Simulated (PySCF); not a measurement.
Species: C₆H₁₅P₂ (charge +1).
Numbering: `[CH3:1][CH2:2][C@@H:3]1[C@H:4]([CH2:5][CH3:6])[P@@H+:7]1[PH2:8]`

Probes without a nucleus sit at each ring's centroid and 1 Å off its mean plane on both sides; NICS is minus the shielding there, NICSzz its component along the normal. Level: GIAO PBE0/pcSseg-1 (PySCF, non-relativistic, gas phase) on the GFN2-xTB geometry, one conformer.

Ring bond lengths (Å), with Mayer bond orders in brackets: C3–C4 1.523 (0.88), C4–P7 1.832 (0.91), P7–C3 1.831 (0.90).

Q: What do the NICS probes read (ppm)?

A: 
| ring | type | NICS(0) | NICS(1), two faces | NICS(1)zz, two faces | rms pucker (Å) | centre to ring atoms, mean (Å) |
| --- | --- | --- | --- | --- | --- | --- |
| C3–C4–P7 | 3-membered ring with P; formal bonds all single | -35.9 | -8.6 / -9.2 | -15.9 / -21.7 | 0.00 | 1.00 |

Q: What do they say, and how far can they be read as aromaticity?

A: 
- C3–C4–P7: mean NICS(1)zz -18.8 ppm, shielded. C3, C4, P7 have four or more neighbours, and the NICS criterion for π rings isn't applied. The two faces differ by 5.8 ppm, so no symmetry operation interchanges them. NICS(0) lies 27 ppm below the mean NICS(1).

Q: At the first NICS(1) probe listed for ring C3–C4–P7, 1 Å off the ring, what do the in-plane components average?

A: The isotropic value is a third of the trace: (3 × -8.6 − (-15.9))/2 = -4.9 ppm.

Hardware: one thread, x86-64 server, no GPU, on a shared host. Cost: 34 s. This is the whole shielding run at PBE0/pcSseg-1, SCF included.

Shape of the structure used: `[CH3:1][CH2:2][C@@H:3]1[C@H:4]([CH2:5][CH3:6])[P@@H+:7]1[PH2:8]`: C1–C2–C3–C4 150°, C3–C4–C5–C6 80°, H–P8–P7–C4 -176°, H–P8–P7–C4 90°.
